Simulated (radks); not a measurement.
Species: Os LX. Configuration: [Ne] 3s2 3p5 (the NIST ground configuration). Method: scalar-relativistic Kohn-Sham, r2SCAN, spin-polarised, spherical densities, finite nucleus; open shells are filled with parallel spins first (spin-orbit coupling, left out, can overturn this in heavy ions); meta-GGA in the generalised Kohn-Sham scheme; Fermi nuclear charge, rms radius 5.4126 fm; computed with a radial shooting solver on a logarithmic mesh with Libxc functionals.

Normalised radial functions P(r) = r R(r), r in bohr:

r,2p up,2p down,3p down
0.0006627,0.0101,0.0101,0.0057
0.0008225,0.0145,0.0145,0.0081
0.001021,0.0208,0.0208,0.0116
0.001267,0.0298,0.0297,0.0167
0.001572,0.0426,0.0426,0.0238
0.001952,0.0610,0.0610,0.0341
0.002422,0.0872,0.0872,0.0488
0.002982,0.1229,0.1229,0.0687
0.003701,0.1751,0.1751,0.0978
0.004593,0.2486,0.2485,0.1387
0.005701,0.3511,0.3510,0.1955
0.007075,0.4922,0.4920,0.2735
0.008781,0.6832,0.6830,0.3784
0.0109,0.9362,0.9360,0.5160
0.01353,1.2616,1.2612,0.6901
0.01679,1.6640,1.6635,0.8998
0.02083,2.1363,2.1357,1.1347
0.02586,2.6515,2.6507,1.3684
0.03209,3.1545,3.1537,1.5523
0.03951,3.5487,3.5480,1.6137
0.04904,3.7630,3.7626,1.4688
0.06086,3.6833,3.6834,1.0283
0.07554,3.2660,3.2666,0.2627
0.09375,2.5632,2.5640,-0.7452
0.1164,1.7306,1.7313,-1.7693
0.1444,0.9726,0.9719,-2.4806
0.1792,0.4360,0.4354,-2.6088
0.2224,0.1473,0.1471,-2.1328
0.2761,0.0351,0.0350,-1.3360
0.3426,0.0054,0.0054,-0.6166
0.4252,0.0005,0.0005,-0.1979
0.5278,0.0000,0.0000,-0.0409

2p up: eigenvalue -15652.0 eV, 0 radial nodes, <r> = 0.0665 bohr, 90 % of the charge inside 0.108 bohr. 2p down: eigenvalue -15647.7 eV, 0 radial nodes, <r> = 0.0665 bohr, 90 % of the charge inside 0.108 bohr. 3p down: eigenvalue -6305.6 eV, 1 radial node at r = 0.0802 bohr, <r> = 0.178 bohr, 90 % of the charge inside 0.264 bohr.
